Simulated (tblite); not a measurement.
Compound: C5H14OSi3.
Structure used (GFN2-xTB), in Å, numbered top down from 1:
```xyz
23
C5H14OSi3 angstrom
Si     4.419   -0.787    0.517
O      3.490    0.401   -0.063
Si     2.372    1.212   -0.913
C      0.655    0.605   -0.438
C      0.389   -0.213    0.580
Si    -1.318   -0.821    1.092
C     -2.515   -0.639   -0.351
C     -3.984   -0.447   -0.096
C     -3.172    0.683   -0.633
H      5.361   -0.117    1.410
H      3.568   -1.740    1.230
H      5.081   -1.432   -0.616
H      2.634    0.966   -2.334
H      2.586    2.611   -0.538
H     -0.174    0.958   -1.041
H      1.225   -0.556    1.180
H     -1.804   -0.026    2.231
H     -1.250   -2.236    1.487
H     -2.279   -1.227   -1.232
H     -4.689   -0.933   -0.754
H     -4.321   -0.390    0.928
H     -3.318    0.978   -1.662
H     -2.959    1.513    0.025
```

Level: GFN2-xTB in tblite, geometry and Hessian alike; calculated harmonic values, unscaled, isolated species. This tight-binding method is rough: wavenumbers can miss measured ones by several per cent, in bad cases by 10 to 20. Modes of hydrogen on silicon can be 10 to 20 % off. One conformer, not necessarily the lowest. The optimisation stopped once no atom felt more than 0.01 eV/Å.

Lowest wavenumbers of the output (negative numbers stand for imaginary wavenumbers):
```
mode    cm-1
  1     -54.0
  2      11.5
  3      33.5
  4      47.1
  5      62.7
  6      66.9
  7      96.2
  8     115.1
  9     136.6
 10     214.4
 11     248.5
 12     288.6
 13     361.5
 14     445.2
 15     502.6
```

Problem. Is this structure a minimum?

Solution. Not by this Hessian. 1 mode is imaginary beyond 20i (54i cm⁻¹), so at this level the point lies at or near a first-order saddle. The curvature is small, so loose convergence or finite differences may be the whole cause.

Problem. Which atoms move in the imaginary mode?

Solution. 54i: H10 (Si–H hydrogen) 34 %, H11 (Si–H hydrogen) 33 %, H12 (Si–H hydrogen) 31 %. These are shares of the mass-weighted motion.

Problem. What is the remedy?

Solution. Step along that mode in both directions, optimise again with tighter thresholds and repeat the frequencies. The zero-point energy of this point (102.6 kcal/mol) counts the 62 real modes alone, and thermal corrections from it aren't those of a minimum.
